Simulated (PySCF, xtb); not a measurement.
**Relative energy of two isomers of BF2HSi**

Structure X: `FB(F)[SiH]`, a singlet. Structure Y: `FB[Si]F`, a singlet. Both are isolated molecules in the gas phase, relaxed with PBE0-D3(BJ)/def2-SVP; the shapes shown needn't be the lowest conformers.

X (Å):

```xyz
5

B    -1.0940    0.9058   -0.4062
F    -0.2230    1.9037   -0.3987
F    -0.8893   -0.0581    0.4789
Si   -2.6391    0.8240   -1.7496
H    -3.5056    1.5647   -0.7233
```

Y (Å):

```xyz
5

B    -0.5858   -0.9230    0.3493
F     0.2921   -1.4799   -2.2082
F    -1.8511   -1.0659    0.7159
Si   -0.0728   -0.0416   -1.4858
H     0.2499   -1.3097    1.1507
```

Which of the two would you expect CCSD(T)/def2-SVP + ΔMP2/def2-TZVPP electronic energies to favour?

Structure X; the calculation gives E(Y) − E(X) = +34.9 kJ/mol.

The same difference at several levels:

```tsv
level	geometry	E(Y) − E(X) (kJ/mol)	departure from the last row (kJ/mol)	job, with rough time for the two
GFN2-xTB	GFN2-xTB	−36.8	−71.7	optimisation, 0.15 s
HF/STO-3G	GFN2-xTB	+90.8	+55.9	single point, 1.1 s
r2SCAN-D4/def2-SVP	GFN2-xTB	+56.2	+21.3	single point, 8.1 s
PBE0-D3(BJ)/def2-SVP	PBE0-D3(BJ)/def2-SVP	+59.3	+24.4	optimisation, 58 s
HF/def2-SVP	PBE0-D3(BJ)/def2-SVP	+55.0	+20.1	part of the CCSD(T) run
MP2/def2-SVP	PBE0-D3(BJ)/def2-SVP	+56.2	+21.3	part of the CCSD(T) run
CCSD(T)/def2-SVP	PBE0-D3(BJ)/def2-SVP	+57.0	+22.1	single point
CCSD(T)/def2-SVP + ΔMP2/def2-TZVPP	PBE0-D3(BJ)/def2-SVP	+34.9		single point, 17 s
```

As drawn, Y has 1 F–Si, 1 B–H in place of 1 B–F, 1 Si–H.

GFN2-xTB puts the two in the other order. The largest departure from CCSD(T)/def2-SVP + ΔMP2/def2-TZVPP is that of GFN2-xTB, 71.7 kJ/mol. The last row adds to CCSD(T) the change of the MP2 difference between the two basis sets, here −22.1 kJ/mol, a large step that makes the value less sure.

With thermal terms from frequencies at re-optimised GFN2-xTB minima (ideal gas, soft modes damped towards free rotors, one conformer each, 400 K, 1 atm): on the last row, ΔE + ΔZPE = +38.5, ΔH = +38.7, ΔG = +37.0 kJ/mol.

The correlated steps freeze 8 core orbitals. Programs: PySCF 2.14.0, xtb 6.7.1; the last row on 2 threads of Arm Neoverse V2 on a shared host.
